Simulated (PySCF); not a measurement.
**Stationary points of TaOCl₃**

Level of theory: PBE0 in PySCF with Ta def2-SVP with ECP60, O def2-SVP, Cl def2-SVP; scalar-relativistic core potentials, no spin–orbit coupling; density-fitted integrals.

Relaxations began from a few typed shapes. The search is not exhaustive: other isomers or separated fragments can lie lower, and high-lying points may rest on an excited occupation.

```csv
spin,group,bonds,angles,imaginary modes (cm⁻¹),ΔE (kJ/mol),ΔE with ZPE (kJ/mol)
singlet,C3v,"Ta–Cl 2.293 Å (×3), Ta–O 1.701 Å","Cl–Ta–Cl 112.0° (×3), Cl–Ta–O 106.8° (×3)",none,0.0,0.0
singlet,C3v,"Ta–Cl 2.293 Å (×3), Ta–O 1.701 Å","Cl–Ta–Cl 112.0° (×3), Cl–Ta–O 106.8° (×3)",none,0.3,0.4
```

The lowest minimum found is the singlet C3v: Ta–Cl 2.293 Å (×3), Ta–O 1.701 Å; Cl–Ta–Cl 112.0° (×3), Cl–Ta–O 106.8° (×3).

Formally Ta is in oxidation state +5, d0. The polar-tensor charge on Ta, 2.20, is far below the formal one.

For the lowest minimum: stability towards spin polarisation was not tested. With an element this heavy the missing spin–orbit coupling can shift these numbers.
